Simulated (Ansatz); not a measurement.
Steps of a relaxation of FHInO (`[O][InH][F]`) radical with UKS PBE0-D4/def2-TZVP.

```sh
$ ansatz run in.yaml --threads 2 --pin off --events-out ev --progress --plain --max-ram 32768MiB --backend cpu
```

```yaml
crystal:
  periodic: [false, false, false]
  atoms:
    - {symbol: O, position_ang: [-1.849657, -0.644430, 0.046104]}
    - {symbol: In, position_ang: [0.027393, 0.122271, -0.087875]}
    - {symbol: F, position_ang: [1.272402, -1.083975, 0.865738]}
    - {symbol: H, position_ang: [0.605362, 1.545835, -0.844268]}
basis:
  gaussian: {orbitals: def2-TZVP}
magnetization: {spin_polarized: true, initial_magnetization: 1}
hamiltonian: {xc: pbe0, dispersion: d4}
relax: {f_tol: 0.005, max_steps: 150}
```

Positions (Å) and forces (eV/Å) along the path, 5 of 5 steps:

```xyz
4
step=1 energy=-9949.9299 eV
O    -1.850   -0.644    0.046    0.644    0.245   -0.038
In    0.027    0.122   -0.088   -0.042   -0.387    0.237
F     1.272   -1.084    0.866   -0.477    0.421   -0.343
H     0.605    1.546   -0.844   -0.126   -0.280    0.143
4
step=2 energy=-9949.9614 eV
O    -1.807   -0.634    0.047    0.034   -0.002    0.008
In    0.032    0.127   -0.088   -0.035   -0.161    0.091
F     1.242   -1.072    0.853   -0.054    0.030   -0.028
H     0.588    1.519   -0.832    0.055    0.133   -0.071
4
step=3 energy=-9949.9626 eV
O    -1.802   -0.640    0.052   -0.006   -0.007    0.003
In    0.031    0.127   -0.088    0.008    0.015   -0.008
F     1.233   -1.075    0.853    0.000   -0.005    0.003
H     0.593    1.529   -0.837   -0.001   -0.004    0.002
4
step=4 energy=-9949.9626 eV
O    -1.801   -0.642    0.052    0.000   -0.002    0.001
In    0.031    0.128   -0.088    0.001    0.005   -0.003
F     1.232   -1.076    0.853    0.000   -0.002    0.001
H     0.593    1.529   -0.837    0.000   -0.002    0.001
4
step=5 energy=-9949.9626 eV
O    -1.800   -0.642    0.053    0.001    0.001    0.000
In    0.032    0.129   -0.089   -0.001   -0.001    0.000
F     1.230   -1.076    0.853    0.000    0.001    0.000
H     0.594    1.530   -0.838    0.000    0.000    0.000
```

Hardware: 2 threads of a server CPU on a shared host. Wall time 73 s, peak host memory 0.41 GiB.
